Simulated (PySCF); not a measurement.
A run for PySCF: R-B3LYP/LANL2DZ on C2H10Si (a complex), monomers drawn apart or pushed together.

```python
from pyscf import gto, scf, dft, mp
from pyscf.data.elements import chemcore

mol = gto.M(
    atom='''
    Si   -0.26225026   -0.05828708    0.21814180
    H    -0.04980039    1.27412395    0.82569890
    H    -1.64617342   -0.50909630    0.48457646
    H     0.69436918   -1.02382723    0.80310152
    H    -0.04378069    0.02655886   -1.24399954
    C     0.84673354    0.24722667    3.78790940
    C    -0.60098192   -0.19258679    3.59236515
    H     1.34295331    0.41680593    2.83063827
    H     1.42115773   -0.50843359    4.32736508
    H     0.90508536    1.17624456    4.35837757
    H    -1.17658959    0.56268844    3.05348847
    H    -1.09779821   -0.36193972    4.54968563
    H    -0.66045599   -1.12260674    3.02347683
    ''',
    basis='lanl2dz',
    ecp={'Si': 'lanl2dz'},
    charge=0, spin=0, verbose=3, max_memory=1800)
mf = dft.RKS(mol, xc='b3lyp')
mf.conv_tol = 1e-8
mf.max_cycle = 100
mf.kernel()
if not mf.converged:
    mf = mf.newton().run(mf.mo_coeff, mf.mo_occ)
```

Predict the final total energy.

-86.0797 hartree.
